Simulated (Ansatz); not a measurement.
Species: SiP2H5, charge 0, doublet. SiP2H5 (SMILES P[SiH]P, doublet).
B3LYP-D3(BJ)/def2-TZVP minimum from Ansatz (an electronic-structure program):
```
Si
H 1 1.4949
P 1 2.2693 2 105.73
H 3 1.4184 1 95.96 2 -169.00
H 3 1.4185 4 94.35 1 -95.73
P 1 2.2693 2 105.73 3 114.04
H 6 1.4184 1 95.96 2 169.00
H 6 1.4185 7 94.35 1 95.73
```
Charge 0, spin multiplicity 2.

Total energies in cc-pV(D+d)Z, 19 correlated electrons, 15 frozen orbitals. Open shells are spin-unrestricted; no spin-orbit coupling. Correlated methods leave the cores frozen. No relativity.

| method | program | energy (Eh) | minus CCSDT(Q) (mEh) |
|---|---|---|---|
| HF | Ansatz | -973.30431 | 408.32 |
| MP2 | Ansatz | -973.63583 | 76.80 |
| CCSD | Ansatz | -973.69695 | 15.68 |
| CCSD(T) | Ansatz | -973.70996 | 2.67 |
| CCSDT(Q) | Ansatz | -973.71263 | 0.00 |

Rough core times of Ansatz's runs on a shared machine: CCSD(T) under 20 s, CCSDT(Q) 30 min.
